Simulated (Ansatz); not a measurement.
In₂Se₃, relaxed as a singlet with RKS B3LYP-D4/def2-SVP in Ansatz, starting from the GFN2-xTB geometry. Force threshold 0.02 eV/Å.

In the def2 sets In takes a core potential; there is no spin–orbit coupling. Another isomer (singlet) lies 0.25 eV lower at PBE0-D4/def2-TZVP; other spin states weren't run for this one.

Start:

```xyz
5

In    0.014    0.249    1.208
In   -1.129    0.555   -2.139
Se   -2.033    1.515    0.601
Se    2.149   -1.092    1.255
Se    1.000   -1.226   -0.925
```

```csv
step,energy (eV),largest force component (eV/Å),SCF passes
1,-206383.5772,0.549,16
2,-206383.6376,0.296,22
3,-206383.6519,0.113,23
4 (rejected),-206383.6434,0.335,21
5,-206383.6645,0.048,22
6,-206383.6664,0.019,22
7,-206383.6665,0.024,21
8,-206383.6669,0.006,23
```

Force components are those of the run's own axes.

End:

```xyz
5

In    0.008    0.281    1.214
In   -1.208    0.411   -2.017
Se   -1.944    1.558    0.558
Se    2.007   -1.171    1.288
Se    1.136   -1.079   -1.043
```

By distances, no bond broke or formed. The bond that changes most is In2–Se3, from 3.04 to 2.91 Å (atoms count from 1).

The force fell under the threshold at step 6, but the optimiser went on. No frequencies were taken in this run, so the end may be a saddle point.

It took 34 s on 4 threads of Arm Neoverse V1 on a shared host.
